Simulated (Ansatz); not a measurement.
**Ligand exchange: C5H12 + C3H9BS → C4H10S + C4H11B**

Species: C5H12 (neopentane) `CC(C)(C)C`, singlet; C3H9BS `CC(C)BS`, singlet; C4H10S (2-methyl-2-propanethiol) `CC(C)(C)S`, singlet; C4H11B `CBC(C)C`, singlet. The partners trade CH3 for SH: C–CH3 and B–SH bonds give way to C–SH and B–CH3.

Shapes, held fixed at every level: PBE0-D4/def2-TZVP. Flexible molecules stand in one conformer, not always the lowest. Programs: Ansatz 0.2.0. Electronic energies: no zero-point or thermal term.

Question: Estimate ΔE of this reaction.

Answer: The highest level, CCSD(T)/CBS estimate, gives ΔE = +99.2 kJ/mol; the levels span +96.5 to +117.0. The column of differences is taken from that level and isn't an error. No measured value is set beside it here. The CBS estimate extrapolates MP2 from def2-TZVPP and def2-QZVPP and adds CCSD(T) − MP2 in the triple-zeta set, cores frozen.

```tsv
level	kind	ΔE (kJ/mol)	less CCSD(T)/CBS estimate
PBE0-D4/def2-TZVPP	global hybrid	+99.6	+0.4
wB97M-V/def2-TZVPP	range-separated hybrid	+96.5	-2.7
wB97X-V/def2-TZVPP	range-separated hybrid	+97.1	-2.1
MP2/def2-SVP	perturbation theory	+115.8	+16.6
CCSD(T)/def2-SVP	coupled cluster or CI	+117.0	+17.8
CCSD/def2-SVP	coupled cluster or CI	+115.1	+15.9
CCSD(T)/def2-TZVPP	coupled cluster or CI	+103.7	+4.5
CCSD(T)/CBS estimate	coupled cluster or CI	+99.2	0.0
```
